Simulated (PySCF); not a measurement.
Molecule: `C/C=C/CBC`, C5H11B.

Numbering as in the mapped SMILES `[CH3:1][BH:2][CH2:3]/[CH:4]=[CH:5]/[CH3:6]`. Each H is labelled by its parent atom.

Geometry PBE0-D3(BJ)/def2-SVP throughout; GIAO in PySCF 2.14.0 with density-fitted response routines, gas phase, one conformer, non-relativistic; equivalent atoms averaged; basis pcSseg-1.

For orientation, B97-D gives these shifts δ (against TMS at the same level): C4 131.2, C5 124.8, C3 44.7, C6 22.2, C1 14.2, H(B2) 7.09, H(C5) 5.34, H(C3) 2.27, H(C6) 1.77 ppm.

A run gave: C4 136.1, C5 129.4, C3 48.0, C6 22.4, C1 15.2, H(B2) 7.25, H(C5) 5.35, H(C3) 2.29, H(C6) 1.76 ppm (shifts δ (against TMS at the same level)).

Which functional was used in that run?
A. B97-2
B. LC-wPBE
C. BLYP
D. mPW1PW91

## Answers

C. C3 tells them apart best: BLYP gives 48.0, LC-wPBE gives 41.9, mPW1PW91 gives 44.3, B97-2 gives 43.0 ppm.
